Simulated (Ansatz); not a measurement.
Geometry optimisation, Ansatz 0.2.0, RKS PBE0/cc-pVDZ.

The input (input.yaml):

```yaml
crystal:
  periodic: [false, false, false]
  atoms:
    - { symbol: Si, position_ang: [-0.826765, 0.237963, -0.896996] }
    - { symbol: "N", position_ang: [1.203194, -0.373569, 1.391296] }
    - { symbol: F, position_ang: [-1.793693, 0.492832, -2.173865] }
    - { symbol: F, position_ang: [0.22584, 1.476952, -0.860165] }
    - { symbol: H, position_ang: [-1.629563, 0.144844, 0.333423] }
    - { symbol: H, position_ang: [1.041824, -1.107451, 0.701176] }
    - { symbol: F, position_ang: [-0.004444, -1.161039, -1.214213] }
    - { symbol: H, position_ang: [0.312841, -0.173797, 1.846111] }
    - { symbol: H, position_ang: [1.470867, 0.463264, 0.873233] }
basis:
  gaussian: { orbitals: cc-pVDZ }
hamiltonian:
  xc: pbe0
relax:
  f_tol: 0.03
  max_steps: 50
```

Command:

```bash
$ ansatz run input.yaml --threads 2 --pin off --max-ram 3072MiB --backend cpu --events-out ev --progress --plain --runs-dir out
```

Question: Where does it end, and by what steps?

Answer: The run converged. After 5 steps the energy has fallen by 0.028 eV; H6 moved furthest, 0.18 Å.

```
step  energy less start (eV)  largest force component (eV/Å)  accepted
   0                  0.0000                           0.694       yes
   1                 -0.0164                           0.513       yes
   2                 -0.0197                           0.330       yes
   3                 -0.0221                           0.341       yes
   4                 -0.0271                           0.079       yes
   5                 -0.0278                           0.018       yes
```

```xyz
9
Properties=species:S:1:pos:R:3
Si -0.881 0.243 -0.963
N 1.282 -0.365 1.473
F -1.840 0.535 -2.238
F 0.228 1.431 -0.923
H -1.685 0.193 0.266
H 1.204 -1.101 0.772
F -0.124 -1.164 -1.257
H 0.365 -0.275 1.908
H 1.450 0.502 0.962
```

Whether the end is a true minimum wasn't checked by a vibrational analysis.

Time of the run: 16 s on 2 threads of Arm Neoverse V1, with other jobs on the host, peak memory 0.19 GiB.
